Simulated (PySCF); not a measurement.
Al(Me)2(PH2) (C2H8AlP), SMILES [CH3][Al]([CH3])[PH2].

The structure is a stationary point at PBE0-D3(BJ)/def2-SVP. The structure was generated by enumeration; whether it is a known compound was not checked. One conformer was computed; it need not be the lowest.

Computed with PBE/def2-TZVP run with PySCF.

| Item | Value |
|---|---|
| total energy | -664.45845 hartree |
| highest occupied level | -5.77 eV |
| lowest empty level | -1.56 eV |
| orbital gap | 4.21 eV |
| dipole moment | 1.36 D |
| quadrupole, principal values (traceless, Buckingham form, about the centre of nuclear charge) | -5.43, 0.20, 5.23 D·Å |
| mean static polarisability | 83.1 bohr³ (12.31 Å³) |
| polarisability, principal values | 65.6, 83.8, 99.8 bohr³ |
